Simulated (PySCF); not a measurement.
HF5OW, singlet, at a GFN2-xTB geometry (such geometries of metal compounds can be far from the true shape) (core potentials on W). Base run: DF-CAMB3LYP/def2-SVP (PySCF).

Input for PySCF:
```python
from pyscf import gto, scf, dft

mol = gto.Mole()
mol.atom = '''
    W     0.00634034   -0.01303555    0.00301076
    F    -0.78081071    1.60532460   -0.37077427
    F     1.41436142    0.93232006    0.77031304
    F     0.84277491    0.09380034   -1.65648816
    F    -0.89290696    0.00926971    1.63268256
    F    -1.46449346   -0.82925000   -0.79411864
    O     0.78305903   -1.60994707    0.37184191
    H     1.19601609   -2.45897504    0.56793790
'''
mol.basis = 'def2-svp'
mol.ecp = {'W': 'def2-svp'}
mol.verbose = 4
mol.build()

mf = dft.RKS(mol)
mf.xc = 'camb3lyp'
mf = mf.density_fit(auxbasis='def2-universal-jkfit')
mf.kernel()
mf.analyze()
```

Each row names what was changed in the base input (with any setting that the change needs).

| change | ΔE vs base (mEh) | SCF cycles | outcome |
|---|---|---|---|
| base | 0.000 | 11 | converged |
| conv_tol = 1e-11 | 0.000 | 13 | converged |
| level_shift = 0.5 (with mf.max_cycle = 100) | 0.000 | 16 | converged |
| conv_tol = 1e-7 | 0.000 | 9 | converged |
| damp = 0.5; diis_start_cycle = 5 | 0.000 | 12 | converged |
| conv_tol_grad = 1e-7 | 0.000 | 15 | converged |
| init_guess = mod_huckel | 0.000 | 13 | converged |
| level_shift = 1.0 (with mf.max_cycle = 100) | 0.000 | 24 | converged |
| init_guess = huckel | 0.000 | 14 | converged |
| diis = off (with mf.max_cycle = 100) | - | 100 | not converged |
| solver = newton; init_guess = 1e | 0.000 | - | converged |
| conv_tol = 1e-6 | 0.000 | 8 | converged |
| diis_space = 2 | 0.000 | 27 | converged |
